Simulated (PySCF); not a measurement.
**SMILES CC#CCC#CC, C7H8**

Molfile (atoms numbered from 1):
```
C7H8
     RDKit          3D

 15 14  0  0  0  0  0  0  0  0999 V2000
   -3.3791   -0.2215   -0.4634 C   0  0  0  0  0  0  0  0  0  0  0  0
   -2.1550   -0.1251    0.3030 C   0  0  0  0  0  0  0  0  0  0  0  0
   -1.1509   -0.0463    0.9515 C   0  0  0  0  0  0  0  0  0  0  0  0
    0.0857    0.0576    1.7117 C   0  0  0  0  0  0  0  0  0  0  0  0
    1.2343    0.0942    0.8191 C   0  0  0  0  0  0  0  0  0  0  0  0
    2.1608    0.1277    0.0607 C   0  0  0  0  0  0  0  0  0  0  0  0
    3.2927    0.1651   -0.8408 C   0  0  0  0  0  0  0  0  0  0  0  0
   -3.7022   -1.2605   -0.5249 H   0  0  0  0  0  0  0  0  0  0  0  0
   -3.2179    0.1582   -1.4722 H   0  0  0  0  0  0  0  0  0  0  0  0
   -4.1653    0.3647    0.0122 H   0  0  0  0  0  0  0  0  0  0  0  0
    0.0654    0.9724    2.3158 H   0  0  0  0  0  0  0  0  0  0  0  0
    0.1757   -0.8028    2.3853 H   0  0  0  0  0  0  0  0  0  0  0  0
    3.8385   -0.7774   -0.7949 H   0  0  0  0  0  0  0  0  0  0  0  0
    2.9476    0.3242   -1.8624 H   0  0  0  0  0  0  0  0  0  0  0  0
    3.9652    0.9774   -0.5649 H   0  0  0  0  0  0  0  0  0  0  0  0
  1  2  1  0
  2  3  3  0
  3  4  1  0
  4  5  1  0
  5  6  3  0
  6  7  1  0
  1  8  1  0
  1  9  1  0
  1 10  1  0
  4 11  1  0
  4 12  1  0
  7 13  1  0
  7 14  1  0
  7 15  1  0
M  END
```

Computed with GIAO PBE0/pcSseg-1 magnetisability, rotational g tensor and spin-rotation constants, non-relativistic, gas phase (PySCF). Geometry: GFN2-xTB.

Problem. Give the nuclear spin-rotation constants along the inertial axes (H = +C I·J) beside the isotropic shieldings.

Solution. Rotational constants 6.4734, 1.0065, 0.8856 GHz. A star marks the isotopologue with that one atom substituted, in its own axes.
| atom | isotope | Caa (kHz) | Cbb (kHz) | Ccc (kHz) | mean (kHz) | σ (ppm) |
| --- | --- | --- | --- | --- | --- | --- |
| H8 | 1H | -0.606 | -0.106 | 0.007 | -0.235 | 29.8 |
| H9 | 1H | -0.686 | 0.003 | -0.077 | -0.253 | 29.7 |
| H10 | 1H | -0.269 | -0.087 | -0.056 | -0.137 | 29.8 |
| H11 | 1H | -0.710 | -0.054 | -0.007 | -0.257 | 28.5 |
| H12 | 1H | -0.711 | -0.052 | -0.009 | -0.257 | 28.6 |
| H13 | 1H | -0.536 | -0.107 | -0.001 | -0.215 | 29.8 |
| H14 | 1H | -0.673 | 0.014 | -0.088 | -0.249 | 29.7 |
| H15 | 1H | -0.349 | -0.096 | -0.036 | -0.161 | 29.8 |
| C1 | 13C* | 0.748 | 0.120 | 0.109 | 0.326 | 182.2 |
| C2 | 13C* | 0.881 | 0.245 | 0.302 | 0.476 | 104.4 |
| C3 | 13C* | 0.853 | 0.232 | 0.312 | 0.466 | 106.3 |
| C4 | 13C* | 0.810 | 0.132 | 0.121 | 0.354 | 174.8 |

For the geometry as given, no vibrational averaging.

Problem. How do the rotational constants and the g tensor change when H8, H9, H10, H11, H12, H13, H14, H15 are replaced by deuterium?

Solution. Constants 4.9663, 0.8588, 0.7530 GHz; g 0.0144, 0.0010, -0.0004, against 0.0189, 0.0012, -0.0005 before.
